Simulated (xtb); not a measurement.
(3Z)-hexa-1,3-dien-5-yne (C₆H₆), SMILES C(/C=C)=C/C#C. All values are semi-empirical tight-binding results from xtb (GFN2-xTB unless named), good for trends rather than for accurate numbers. The structure is a stationary point at GFN2-xTB. One conformer was computed; it need not be the lowest.

Optimised geometry:

```xyz
12

C     -0.8708     2.5107     0.0000
C      0.0058     1.6877     0.0000
C      1.0535     0.7500     0.0000
C      0.8739    -0.5811     0.0000
C     -0.4161    -1.2224     0.0000
C     -0.5777    -2.5432     0.0000
H     -1.6393     3.2248     0.0000
H      2.0508     1.1721     0.0000
H      1.7394    -1.2306     0.0000
H     -1.2745    -0.5630     0.0000
H      0.2656    -3.2150     0.0000
H     -1.5528    -2.9987     0.0000
```
Charge 0, spin multiplicity 1.

point group as xtb finds it: Cs
orbital gap: 3.09 eV
dipole moment: 0.23 D
zero-point energy: 57.7 kcal/mol
G − E(el) at 298.15 K (modified RRHO): 38.8 kcal/mol
static polarisability (D4 model): 68.3 bohr³
solvation energy, GFN2-xTB/ALPB(water): -1.2 kcal/mol
solvation energy, GFN2-xTB/ALPB(chcl3): -5.3 kcal/mol

### Question
Give the IR lines (harmonic; lines under 4 % of the strongest left out, lines within 3 cm⁻¹ merged). (Estimate from the structure and the level; the computed values follow.)

### Answer
ν (cm⁻¹): 601 (s), 674 (w), 710 (w), 808 (w), 882 (w), 908 (w), 1020 (m), 3041 (m), 3059 (w), 3070 (vs), 3097 (m), 3131 (s), 3395 (w) (against the strongest line: vs over 80 %, s over 45 %, m over 15 %, w over 4 %, vw less)

Computed atomic charges and the Wiberg bond orders between heavy atoms:
charges (e) C1 -0.10, C2 -0.01, C3 -0.01, C4 -0.03, C5 -0.02, C6 -0.09, H7 0.07, H8 0.04, H9 0.03, H10 0.04, H11 0.04, H12 0.04. Bond orders C1–C2 2.80, C2–C3 1.15, C3–C4 1.73, C4–C5 1.14, C5–C6 1.86.
